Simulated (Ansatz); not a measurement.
`F[SiH](F)[GeH3]` + `N[SiH](O)O` → `O[SiH](O)N[SiH](F)F` + GeH₄  (cleavage of the Si–Ge bond)

Isolated molecules relaxed with PBE0-D4/def2-TZVP in Ansatz; ΔE leaves out vibrations. CBS: MP2 limit from def2 TZ/QZ plus the TZ coupled-cluster correction, frozen cores. This one scheme is used for every species. DFT in def2-TZVPP. For Ge outer-core shells are correlated without core-valence functions, which leaves a few kJ/mol of doubt a bond. Scalar relativity is left out up to krypton. Each species was taken in one conformer, which may not be the lowest.

```json
{"level": "ωB97M-V", "ΔE (kJ/mol)": "-87.3"}
{"level": "PBE", "ΔE (kJ/mol)": "-62.9"}
```

Problem. What does CCSD(T)/CBS give? (Best estimate.)

Solution. Computed: -84.0 kJ/mol. The listed levels differ from it by -3.3, 21.1 kJ/mol.

Largest T1 diagnostic among the species: 0.012.

The D4 term adds −6.5 kJ/mol with B3LYP and −3.7 kJ/mol with PBE0; it sums over pairs of atoms, weighted by their polarisabilities, and B3LYP, whose exchange is more repulsive, gets the larger term. In def2-TZVPP, CCSD(T) changes the Hartree–Fock value by +11.5 kJ/mol (the triples alone add +1.1 kJ/mol) and MP2 by +8.2 kJ/mol.

B3LYP here is the variant with VWN-RPA as its local correlation; programs differ in this.
